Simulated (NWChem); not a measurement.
Molecule: trichlorofluoromethane (CCl3F); SMILES FC(Cl)(Cl)Cl

```xyz
5

F      0.0000     0.0000     1.5891
C      0.0000     0.0000     0.2517
Cl     0.8319    -1.4803    -0.3095
Cl     0.8660     1.4606    -0.3095
Cl    -1.6979     0.0197    -0.3095
```
Atoms are numbered in this order, from 1.

Geometry: optimised at B3LYP/6-31G* (spherical d). Not confirmed as a minimum by frequencies.

Q: Give the principal values of the shielding tensors (ppm) of F1, C2, Cl3 from KT2/pcSseg-1, GIAO (NWChem), with their diamagnetic and paramagnetic parts as GIAO splits them.

A: 
```csv
atom,σ11,σ22,σ33,isotropic,diamagnetic,paramagnetic
F1,99.3,99.3,171.7,123.4,479.1,-355.7
C2,32.1,32.1,34.8,33.0,249.9,-216.9
Cl3,-17.6,54.6,934.0,323.7,1147.2,-823.6
```
